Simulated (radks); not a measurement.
Zn XVIII, 13 electrons, occupied as [Ne] 3s2 3p1 (the NIST ground configuration). Calculated with a radial shooting solver on a logarithmic mesh with Libxc functionals: non-relativistic Kohn-Sham, LDA (Slater exchange, Perdew-Wang correlation), spin-unpolarised, spherical densities, point nucleus.

Unscreened Slater integrals over Kohn-Sham orbitals (hartree).

| integral | value |
|---|---|
| F0(3p,3p) | 1.5979 |
| F2(3p,3p) | 0.80938 |
| F0(3p,3s) | 1.5749 |
| G1(3p,3s) | 1.0291 |
| F0(3p,2p) | 2.1207 |
| F2(3p,2p) | 0.51743 |
| G0(3p,2p) | 0.20779 |
| G2(3p,2p) | 0.22533 |
| F0(3p,2s) | 2.0588 |
| G1(3p,2s) | 0.16365 |
| F0(3s,3s) | 1.5565 |
| F0(3s,2p) | 2.0433 |
| G1(3s,2p) | 0.20483 |
| F0(3s,2s) | 1.9996 |
| G0(3s,2s) | 0.16206 |
| F0(2p,2p) | 4.6288 |
| F2(2p,2p) | 2.1961 |
| F0(2p,2s) | 4.2297 |
| G1(2p,2s) | 2.4146 |
| F0(2s,2s) | 3.9756 |

Derived for the open shells (J is the average intra-shell exchange parameter used in DFT+U). 3p: J = F2/5 = 0.1619 hartree.
